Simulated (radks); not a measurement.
Polarisability of the calcium ion Ca2+, [Ar], at imaginary frequency. Calculated with a radial shooting solver on a logarithmic mesh with Libxc functionals: scalar-relativistic Kohn-Sham, PBE, spin-polarised, spherical densities, finite nucleus; Fermi nuclear charge, rms radius 3.4776 fm. Response by self-consistent Sternheimer equations with the Hartree and adiabatic LDA kernel, the relativistic mass of each level held fixed and spin-orbit coupling left out.

| w (hartree) | alpha1(iw) (bohr^3) | alpha2(iw) (bohr^5) |
|---|---|---|
| 0.00266 | 3.331 | 7.445 |
| 0.0143 | 3.330 | 7.445 |
| 0.0360 | 3.328 | 7.442 |
| 0.0697 | 3.321 | 7.432 |
| 0.118 | 3.302 | 7.407 |
| 0.186 | 3.261 | 7.350 |
| 0.280 | 3.177 | 7.234 |
| 0.413 | 3.014 | 7.004 |
| 0.605 | 2.723 | 6.572 |
| 0.892 | 2.254 | 5.813 |
| 1.35 | 1.619 | 4.623 |
| 2.12 | 0.9533 | 3.078 |
| 3.59 | 0.4410 | 1.557 |
| 6.94 | 0.1540 | 0.5251 |
| 17.5 | 0.03493 | 0.09282 |

Static values: alpha1 = 3.331 bohr^3 (0.4936 angstrom^3; uncoupled 5.226), alpha2 = 7.445 bohr^5, alpha3 = 35.36 bohr^7. C6 = 11.02, C8 = 140.7, triple-dipole C9 = 27.03 atomic units. One-pole (London) frequency 4 C6 / (3 alpha1^2) = 1.325 hartree, against 1.582 for minus the highest occupied eigenvalue.
